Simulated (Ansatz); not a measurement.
Born–Oppenheimer molecular dynamics of H₅NO₃Zr (10 atoms, charge 0, multiplicity 1). It starts from a relaxed structure.

All numbers below come from RKS r2SCAN-D4/def2-SVP in Ansatz 0.2.0.

```yaml
ensemble: NVT, Nosé–Hoover chain
time_step: 0.5 fs
steps_asked: 150
set_temperature: 700 K
thermostat: time constant 100 fs, chain length 5
seed: 436359
```

First frame:

```xyz
10
Properties=species:S:1:pos:R:3
Zr -0.168 -0.116 0.007
O -0.322 0.057 1.937
H -0.083 0.162 2.859
N 1.790 -0.014 -0.586
H 2.434 -0.799 -0.676
H 2.299 0.834 -0.834
O -1.073 1.385 -0.819
H -1.712 2.054 -1.065
O -0.808 -1.871 -0.507
H -1.328 -2.670 -0.607
```

Question: How far do the bonds stretch over the last three quarters of this one trajectory? (Pairs bonded in most of those frames.)

Answer: 
```
  bond  mean (Å)  spread (Å)  shortest  longest
Zr1–O2     1.961       0.055      1.87     2.03
Zr1–N4     2.060       0.062      1.96     2.14
Zr1–O7     1.957       0.024      1.93     2.01
Zr1–O9     1.969       0.039      1.90     2.03
 O2–H3     0.970       0.008      0.95     0.98
 N4–H5     1.022       0.007      1.01     1.04
 N4–H6     1.021       0.016      1.00     1.05
 O7–H8     0.967       0.020      0.94     1.00
O9–H10     0.963       0.010      0.95     0.98
```

Mean temperature of the second half: 441 K. The conserved energy stayed within 0.15 meV per atom of its start (net change 0.13 meV per atom), so the integration is sound. The mean temperature of the second half is 37 % below the set value. A run of 0.075 ps of so small a system gives no equilibrium averages.

The run took 11 min on 2 threads of Arm Neoverse V2, with other jobs on the host, peak memory 0.18 GiB.
